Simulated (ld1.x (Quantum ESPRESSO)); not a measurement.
**boron (B): TM pseudisation with LDA (PZ), scalar-relativistic reference atom.**

ld1.x (Quantum ESPRESSO) 7.5 was run on this input:

```
&input
   title='B', zed=5., rel=1, dft='PZ', iswitch=3,
   config='[He] 2s2 2p1',
   nld=2, rlderiv=2.20, eminld=-3.0, emaxld=5.0, deld=0.02
 /
 &inputp
   pseudotype=2, tm=.true., lloc=-2, rcloc=1.05,
   nlcc=.true., new_core_ps=.true., rcore=0.30,
   file_pseudopw='B.UPF', file_wfcaegen='ae.wfc', file_wfcncgen='nc.wfc', file_beta='beta', file_chi='chi'
 /
2
2S  1  0   2.00   0.00  0.50  0.50  0.0
2P  2  1   1.00   0.00  2.00  2.00  0.0
 &test
   configts(1)='2s2 2p1'
 /
```

Command:

```bash
ld1.x < B.in > B.out
```

The program printed (shortened: banner, matrices, multipoles, cross overlaps and the repeated all-electron block are left out):

```
[... start of the log left out ...]
     --------------------- Generating NC pseudopotential ---------------------

      Generating local potential from pseudized AE potential:
      Matching radius rcloc =   1.0500
      Enforcing V''(0)=0 (lloc=-2)

      Local pseudo, rcloc= 1.041 Estimated cut-off energy=    27.09 Ry

      Computing core charge for nlcc:

       r > 0.30 : true rho core
      Core charge pseudized with two Bessel functions
      Integrated core pseudo-charge :   1.91

      Wfc   2S  rcut= 0.504  Using Troullier-Martins method

      Wfc   2P  rcut= 1.995  Using Troullier-Martins method

     ------------------- End of pseudopotential generation -------------------

     Computing logarithmic derivative in   2.19094

       Warning: n=1, l=0 expected 0 nodes, found 2
       Setting wfc to zero for this iteration
       (This warning will only be printed once per wavefunction)

       Warning: n=2, l=1 expected 0 nodes, found 1
       Setting wfc to zero for this iteration
       (This warning will only be printed once per wavefunction)

 %%%%%%%%%%%%%%%%%%%%%%%%%%%%%%%%%%%%%%%%%%%%%%%%%%%%%%%%%%%%%%%%%%%%%%%%%%%%%%
     Error in routine run_pseudo (1):
     Errors in PS-KS equation
 %%%%%%%%%%%%%%%%%%%%%%%%%%%%%%%%%%%%%%%%%%%%%%%%%%%%%%%%%%%%%%%%%%%%%%%%%%%%%%

     stopping ...
```

The run stopped because the pseudo-atom solver did not find the valence states with the expected number of nodes, which is the usual sign of a ghost state.

The run took about 1.1 s on one core of a shared server CPU.
